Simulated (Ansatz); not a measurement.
Level of theory: frozen-core CCSD(T)/cc-pVTZ // PBE0-D4/def2-TZVP in Ansatz (an electronic-structure program).

Ansatz 0.2 input:
```yaml
crystal:
  periodic: [false, false, false]
  atoms:
    - { symbol: Se, position_ang: [-0.000984, 0.684359, -0.000001] }
    - { symbol: H, position_ang: [1.048255, -0.340673, -0.000003] }
    - { symbol: H, position_ang: [-1.047271, -0.343687, 0.000004] }
basis:
  gaussian: { orbitals: cc-pVTZ }
correlation:
  method: ccsd_t
```

Output:

```
Functional definition: HF
424 factors; integrals over basis functions are off by at most 8.8e-4 eV
mean field evaluation 1: about -65335.3047 eV, gradient 9.6e0 eV
mean field evaluation 2: about -65335.3583 eV, gradient 9.8e0 eV
mean field evaluation 4: about -65335.8492 eV, gradient 1.3e0 eV
mean field evaluation 8: about -65335.8583 eV, gradient 2.5e-5 eV
mean field evaluation 16: about -65335.7784 eV, gradient 1.3e0 eV
mean field -65335.85832398 eV, -2401.0485071709 hartree, gradient 1.0e-6 eV, S^2 0.000000; 0 other end points of the search recorded, 0 dependent functions left out
9 core orbitals not correlated
reference -65335.85832398 eV, -2401.0485071709 hartree; 9, 9 occupied and 53, 53 virtual orbitals, 424 factors
second order -6.43022142 eV of doubles, -0.00000000 eV of singles
cycle   1  -6.71332326 eV  change   -2.8e-1 eV  update   5.4e-2
cycle   2  -6.92199311 eV  change   -2.1e-1 eV  update   1.6e-2
cycle   3  -6.92877391 eV  change   -6.8e-3 eV  update   5.1e-3
cycle   4  -6.92904751 eV  change   -2.7e-4 eV  update   1.4e-3
cycle   5  -6.92858319 eV  change    4.6e-4 eV  update   3.5e-4
cycle   6  -6.92853198 eV  change    5.1e-5 eV  update   1.2e-4
cycle   7  -6.92854785 eV  change   -1.6e-5 eV  update   3.0e-5
cycle   8  -6.92854769 eV  change    1.6e-7 eV  update   7.1e-6
perturbative correction -0.24658732 eV, -0.0090619168 hartree
Total energy: -65343.03345898 eV, -2401.3121885188 hartree
```

Cost: about 2.3 core-seconds (a rough figure).
